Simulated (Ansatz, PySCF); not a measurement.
Species: CHCl2, net charge 1, singlet state. 
Geometry from a B3LYP-D3(BJ)/def2-TZVP (Ansatz, a quantum-chemistry and plane-wave program) optimisation:
```xyz
4

Cl    -1.4337    -0.1780     0.0194
C     -0.0093     0.6051    -0.0265
Cl     1.4385    -0.1352    -0.0057
H     -0.0259     1.6932    -0.0740
```
Charge +1, spin multiplicity 1.

Total electronic energies in hartree. Correlated levels leave the core frozen unless marked. No spin-orbit coupling. No relativistic terms. CBS marks a two-point X^-3 extrapolation of the correlation energy; Hartree-Fock from the larger set.

```tsv
level	program	energy (Eh)
BLYP/def2-TZVPD	Ansatz	-958.77607
BHLYP-D4/def2-TZVPD	Ansatz + dftd4	-958.75785
TPSSh-D3(BJ)/def2-TZVPD	PySCF + dftd3	-958.82473
r2SCAN0/def2-TZVPD	Ansatz	-958.68471
PW6B95-D3(BJ)/def2-TZVPD	PySCF + dftd3	-959.54641
B2GP-PLYP-D4/def2-TZVPD	Ansatz + dftd4	-958.38841
B2PLYP-D3(BJ)/def2-TZVPD	Ansatz + dftd3	-958.49300
RPA@PBE/cc-pV(T+d)Z	Ansatz	-957.98291
CCSD(T)/CBS(cc-pV(T+d)Z,cc-pV(Q+d)Z)	Ansatz	-957.8246
```

Totals of different functionals don't rank their quality; only differences between species are comparable.
